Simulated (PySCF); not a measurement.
BeF₂, SMILES [F][Be][F].

Coordinates come from a r2SCAN-D4/def2-TZVP optimisation. The isomer is the one that the SMILES or the coordinates give; other isomers of the formula were not compared.

Level of theory: HF/def2-TZVPD (PySCF).

The total energy is -213.77021 hartree and the point group is D∞h. The highest occupied level is -17.18 eV and the lowest empty level is 0.93 eV. The orbital gap comes out as 18.11 eV. The dipole moment is 0.00 D and the quadrupole, principal values (traceless, Buckingham form, about the centre of nuclear charge) is -9.43, 4.71, 4.71 D·Å. The mean static polarisability is 11.3 bohr³ (1.68 Å³). The polarisability, principal values is 10.5, 10.5, 12.9 bohr³.
